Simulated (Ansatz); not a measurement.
Reaction (SMILES): [F][Ge]([Cl])([Cl])[Cl] [trichloro(fluoro)germane] → F atom + [Cl][Ge]([Cl])[Cl] (the F-Ge bond at the site shown breaks; other sites are not compared here)
Geometries: B3LYP-D3(BJ)/def2-TZVP minima from Ansatz (a program for electronic structure).
Geometry of the first species:
SMILES: [Cl][Ge]([Cl])([Cl])[F]
```xyz
5

F      0.0235    -0.0797     1.9082
Ge     0.0023    -0.0078     0.1874
Cl    -1.6640    -1.1416    -0.4823
Cl     1.8287    -0.8353    -0.5126
Cl    -0.1816     2.0338    -0.3679
```

Wanted: bond dissociation energy (electronic energy difference), in kcal/mol. Correlated levels leave the core frozen unless marked. Open shells are spin-unrestricted. No spin-orbit coupling. Frozen are the shells of the preceding noble gas and the d and f shells that filled before the atom's block. No relativistic terms. CBS(X,Y): correlation extrapolated as X^-3; Hartree-Fock from the larger set. [CCSD(T)-MP2]/basis is that difference in the basis named.

| level | program | bond dissociation energy (kcal/mol) | minus last row |
|---|---|---|---|
| SVWN5/def2-TZVPD | Ansatz | 141.5 | 13.0 |
| PBE/def2-TZVPD | Ansatz | 120.4 | -8.1 |
| BLYP-D4/def2-TZVPD | Ansatz + dftd4 | 116.7 | -11.8 |
| revPBE-D4/def2-TZVPD | Ansatz + dftd4 | 116.4 | -12.1 |
| r2SCAN/def2-TZVPD | Ansatz | 120.4 | -8.1 |
| PBE0-D3(BJ)/def2-TZVP | Ansatz + dftd3 | 118.8 | -9.7 |
| PBE0-D3(BJ)/def2-TZVPD | Ansatz + dftd3 | 118.6 | -9.9 |
| BHLYP/def2-TZVPD | Ansatz | 112.8 | -15.7 |
| r2SCANh-D4/def2-TZVPD | Ansatz + dftd4 | 119.2 | -9.3 |
| r2SCAN0/def2-TZVPD | Ansatz | 116.8 | -11.7 |
| CAM-B3LYP/def2-TZVPD | Ansatz | 121.4 | -7.1 |
| MP2/6-31G | Ansatz | 101.5 | -27.0 |
| MP2/def2-SVPD | Ansatz | 127.9 | -0.6 |
| RI-MP2/def2-QZVPP | Ansatz | 135.3 | 6.8 |
| SCS-MP2/def2-SVP | Ansatz | 124.1 | -4.4 |
| SCS-MP2/def2-TZVPP | Ansatz | 129.1 | 0.6 |
| CCSD/def2-TZVPPD | Ansatz | 122.6 | -5.9 |
| CCSD/CBS(def2-TZVPP,def2-QZVPP) | Ansatz | 125.9 | -2.6 |
| CCSD(T)/def2-QZVPP | Ansatz | 127.0 | -1.5 |
| RI-MP2/CBS(def2-TZVPP,def2-QZVPP)+[CCSD(T)-MP2]/def2-QZVPP | Ansatz | 128.5 | 0.0 |
| CCSD(T)/CBS(def2-TZVPP,def2-QZVPP) | Ansatz | 128.5 | 0.0 |
